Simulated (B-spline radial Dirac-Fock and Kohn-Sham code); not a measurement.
## Rh²⁺: non-radiative channels of the M2 vacancy

System: the Rh²⁺ ion in the configuration [Kr] 4d7, inside a Watson sphere of charge -2 and radius 2 Å (a model of the Madelung potential; inside it an electron's potential energy is raised by 14.4 eV).

Calculated with a radial finite-basis atomic code, using a relativistic independent-particle model: LDA orbitals of the hole state, radiative multipoles to third order, Auger rates from the Coulomb interaction with a continuum orbital, Dirac-Fock energies. Kinetic energies are configuration averages from the vacuum level; the two-hole energies are estimated from single-hole states.

```csv
transition,kinetic energy (eV),width (meV),share (%)
M2-M4N1,–,563,16.6
M2-M5N1,92.10,94.5,2.8
M2-M4N2,–,555,16.4
M2-M4N3,–,862,25.4
M2-M5N2,127.3,726,21.4
M2-M5N3,131.7,78.6,2.3
M2-M4N4,–,109,3.2
M2-M4N5,–,101,3.0
M2-M5N4,184.0,16.1,0.5
M2-M5N5,184.6,17.0,0.5
M2-N1N2,351.7,37.4,1.1
M2-N2N2,383.8,24.8,0.7
M2-N2N3,389.0,79.2,2.3
M2-N2N5,440.6,64.8,1.9
M2-N2N4,440.9,38.5,1.1
```

A dash stands for an energy that rests on an unreliable hole state.

Coster-Kronig rates are the weakest part of this model and often come out 1.5 to 2.5 times too large. The listed channels hold 99 % of the non-radiative rate. Summed by principal shells, of 3.39 eV in all: MMN 92.1 %, MNN 7.9 %.
